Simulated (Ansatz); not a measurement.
The same path of CH7BBrNOSi (13 atoms, charge 0, multiplicity 1) was run twice with different band settings. The coordinate that changes most is the height of N1 over the plane of its neighbours.

All numbers below come from RKS revPBE/def2-SVP (Ansatz).

Relaxed end points:

```xyz
13
Properties=species:S:1:pos:R:3
N 0.185 -2.422 0.635
B 0.709 -1.137 0.791
Si 0.608 0.195 -0.738
Br -0.429 -0.808 -2.522
C -0.357 1.781 -0.246
O -1.550 1.397 0.437
H 0.186 -3.132 1.371
H -0.263 -2.729 -0.234
H 1.218 -0.828 1.856
H 1.948 0.660 -1.256
H -0.550 2.398 -1.158
H 0.341 2.377 0.399
H -2.025 2.213 0.680
```

```xyz
13
Properties=species:S:1:pos:R:3
N 1.359 -2.132 0.759
B 0.182 -1.383 0.627
Si -0.029 -0.016 -0.860
Br -1.678 -0.768 -2.246
C -0.461 1.753 -0.253
O -1.509 1.687 0.711
H 1.487 -2.845 1.481
H 2.170 -2.044 0.143
H -0.723 -1.589 1.416
H 1.199 0.142 -1.733
H -0.719 2.378 -1.144
H 0.489 2.182 0.166
H -1.747 2.602 0.949
```

Common settings: movable images 9; climbing image yes; spring 5.0 eV/Å²; optimiser quadratic models (default); start path IDPP; end points relaxed.

| run | force threshold | iteration limit |
| --- | --- | --- |
| 1 | 0.05 eV/Å | 49 |
| 2 | 0.5 eV/Å | 60 |

What does each run give, and how far can it be trusted?

Run 1: converged after 6 iterations, highest image 0.129 eV above the first end. A vibrational analysis at the climbing image gives one clearly imaginary mode, 77i cm⁻¹: a first-order saddle point.
Run 2: converged after 2 iterations, highest image 0.144 eV above the first end. The threshold of 0.5 eV/Å is loose, so the images may lie well off the minimum-energy path. The order of the stationary point at the top wasn't checked.
